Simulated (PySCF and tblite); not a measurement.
The numbers below are computed, except where a source is named.
C5H6N2O, numbered as in [CH3:1][O:2][c:3]1[cH:4][cH:5][n:6][n:7][cH:8]1.

Geometries GFN2-xTB; weights from B3LYP-D3(BJ)/def2-SVP (IEF-PCM, dimethylsulfoxide) energies and GFN2-xTB thermal corrections, with symmetry numbers and mirror pairs. Conformers within 2.5 kcal/mol (GFN2-xTB free energy) were kept, 6 at most. GIAO shieldings: wB97X-D/pcSseg-1 (IEF-PCM, dimethylsulfoxide). Shifts are against TMS (¹H), TMS (¹³C) at the same level. Programs: PySCF with density fitting and tblite.

Torsions listed: C1–O2–C3–C4.

| conformer | shape | symmetry | E(GFN2) kcal/mol | E(DFT) kcal/mol |
| --- | --- | --- | --- | --- |
| 1 | 0° | Cs | 0.00 | 0.00 |
| 2 | 180° | Cs | 0.05 | 0.79 |

How much do the weights at 298.15 K and the averaged shift of C4 depend on how the conformers are weighted?


```
                                                              weighting  1 (%)  2 (%)  δ (ppm)  rms dipole (D)
DFT energy with thermal terms, symmetry and mirror images (full scheme)     79     21    117.9            6.93
                             DFT energy with symmetry and mirror images     79     21    117.9            6.93
                                                        bare DFT energy     79     21    117.9            6.93
                        GFN2-xTB energy with symmetry and mirror images     52     48    120.1            6.52
                                                   GFN2-xTB free energy     52     48    120.1            6.52
                                                leading conformer alone    100      0    116.2            7.23
                                                          equal weights     50     50    120.2            6.49
                         full scheme, search stopped after three starts    100      0    116.2            7.23
```

The largest departure from the full scheme, 2.4 ppm, comes with: equal weights.
